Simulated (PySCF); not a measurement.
A structure optimised at PBE0-D3(BJ)/def2-SVP, used in a PySCF frequency run:

```xyz
16

C     -1.3509    -1.4390     0.0000
C     -0.8265    -0.0079     0.0000
C     -1.2949     0.7302    -1.2527
C     -1.2949     0.7302     1.2527
As     1.1801     0.0547     0.0000
H     -2.4561    -1.4391     0.0000
H     -1.0171    -1.9943     0.8898
H     -1.0171    -1.9943    -0.8898
H     -0.9214     1.7659    -1.2817
H     -2.3977     0.7724    -1.2775
H     -0.9628     0.2231    -2.1726
H     -0.9214     1.7659     1.2817
H     -0.9628     0.2231     2.1726
H     -2.3977     0.7724     1.2775
H      1.3576    -0.9905     1.0997
H      1.3576    -0.9905    -1.0997
```

Problem. Write its SMILES, formula and point group.

Solution. CC(C)(C)[AsH2], C4H11As, Cs

Problem. What are its rotational constants (standard atomic weights)?

Solution. 4.3818, 1.9733, 1.9704 GHz
